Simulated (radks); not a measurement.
Problem. Sr IX, configuration [Ar] 3d10 4s2. Method: Dirac Kohn-Sham, HCTH/407, spin-unpolarised, spherical densities, finite nucleus; Fermi nuclear charge, rms radius 4.224 fm; computed with a radial shooting solver on a logarithmic mesh with Libxc functionals.

Spin-orbit splittings of the eigenvalues, e(l+1/2) - e(l-1/2), with zeta = 2 splitting/(2l+1) and mean radii in bohr:

shell  occ.  splitting (eV)  zeta (eV)  <r> j=l-1/2  <r> j=l+1/2
2p        6           68.51      45.67       0.1473       0.1515
3p        6               ?          ?       0.4875       0.4976
3d       10           1.893     0.7573       0.4860       0.4894
4p        0           1.894      1.262        1.276        1.294

Estimate the 3p splitting.

Solution. 10.64 eV (zeta = 7.096 eV).
